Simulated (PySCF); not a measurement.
A structure optimised at B3LYP-D3(BJ)/def2-TZVP, used in a PySCF frequency run:

```xyz
8

B      0.0000     0.0000    -0.9299
N      0.0000     0.0000     0.7283
H      0.0000    -1.1673    -1.2413
H      1.0110     0.5837    -1.2413
H     -1.0110     0.5837    -1.2413
H     -0.8217    -0.4744     1.0916
H      0.0000     0.9488     1.0916
H      0.8217    -0.4744     1.0916
```

Question: Write its SMILES, formula and point group.

Answer: [BH3-][NH3+], BH6N, C3v

Question: What are its rotational constants (standard atomic weights)?

Answer: 73.854, 17.758, 17.758 GHz
